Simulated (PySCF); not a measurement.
Compound: C9H8 (charge -1 and doublet state).
Geometry (GFN2-xTB, Å), atoms numbered from 1 in this order:
```
atom  x, y, z in Å
C1     4.229   -1.053    0.074
C2     3.708    0.007    0.297
C3     2.974    1.247    0.491
C4     1.601    1.124   -0.005
C5     0.576    0.565   -0.384
C6    -0.662    0.193   -0.845
C7    -1.759   -0.095   -0.029
C8    -3.011   -0.495   -0.499
C9    -4.115   -0.774    0.261
H10    4.657   -1.992   -0.122
H11    3.501    2.060   -0.036
H12    2.962    1.494    1.563
H13   -0.780    0.098   -1.923
H14   -1.629    0.006    1.045
H15   -3.115   -0.593   -1.580
H16   -4.092   -0.700    1.338
H17   -5.052   -1.079   -0.181
```

The hyperfine couplings belong to this conformer and change with its torsions.

Identity: `[CH-]=[C]CC#C/C=C/C=C` [radical] (charge -1).

Computed, not measured: PySCF 2.14.0, UKS B3LYP, pcH-1 on C H, non-relativistic, mean-field spin-orbit, GIAO. Whether the extra electron is bound in the gas phase wasn't checked; a finite basis holds it in any case. Couplings are sensitive to structure, and on GFN2-xTB geometries they can be far from those on DFT ones, by a factor of two or more for some ions and for spin on atoms past the first row. Stability of the SCF solution: not tested.

Principal values of hyperfine tensors in MHz (contact and dipolar terms together), for some of the nuclei:

| atom | isotope | A1 | A2 | A3 |
| --- | --- | --- | --- | --- |
| C2 | 13C | 35.00 | 35.89 | 41.31 |
| C9 | 13C | 0.00 | 0.98 | 94.79 |
| H17 | 1H | -41.89 | -24.96 | -10.36 |
| H16 | 1H | -38.57 | -24.52 | -10.47 |
| H11 | 1H | 18.98 | 19.83 | 24.74 |
| C8 | 13C | -20.61 | -20.33 | -17.30 |
| H14 | 1H | -23.01 | -17.61 | -5.46 |
| C5 | 13C | -21.35 | -15.44 | -9.26 |

**Question.** Split each tensor into its isotropic and traceless parts, and turn a_iso into mT with g = 2.0025.

**Answer.** a_iso = (A1 + A2 + A3)/3, Ti = Ai − a_iso; 1 mT corresponds to 28.027 MHz.

```tsv
atom	a_iso (MHz)	a_iso (mT)	T1	T2	T3
C2	37.40	1.334	-2.40	-1.51	3.91
C9	31.93	1.139	-31.92	-30.94	62.86
H17	-25.74	-0.918	-16.16	0.78	15.38
H16	-24.52	-0.875	-14.05	0.00	14.05
H11	21.18	0.756	-2.20	-1.35	3.56
C8	-19.41	-0.693	-1.20	-0.92	2.12
H14	-15.36	-0.548	-7.65	-2.25	9.90
C5	-15.35	-0.548	-6.00	-0.09	6.09
```

**Question.** What spin density at the nucleus of H14 lies behind its contact coupling (g_N = 5.58569)?

**Answer.** a_FC = 800.24 MHz bohr³ × g_N × ρ(0)/(2S). With a_FC = -15.36 MHz and 2S = 1, ρ(0) = -0.003437 bohr⁻³. In magnitude that is 1.1 % of the 1/π = 0.318 of a free hydrogen atom.

**Question.** C4 (13C, g_N = 1.40482) isn't in the table. Its spin density at the nucleus is 0.05105 bohr⁻³. What is its contact coupling?

**Answer.** By the same relation, a_FC = 57.4 MHz. Its full tensor has the principal values 36.92, 41.12, 94.12 MHz.

**Question.** Name the largest traceless tensor T of the table and describe it.

**Answer.** C9: -31.9, -30.9, 62.9 MHz, axial, in the ratio −1:−1:+2, the form that spin in one p orbital centred on that nucleus gives.

**Question.** In a single crystal, with the field along each principal axis of the tensor of C2 in turn, what first-order splitting does this nucleus give (isotropic g, quadrupole terms neglected)?

**Answer.** 2 lines (I = 1/2), spaced by |A_i|/(g × 13.996): 1.25, 1.28, 1.47 mT along the axes of A1, A2 and A3.

The SMILES draws the unpaired electron on C2; the largest computed Mulliken spin population is on C9 (0.43 against 0.01).
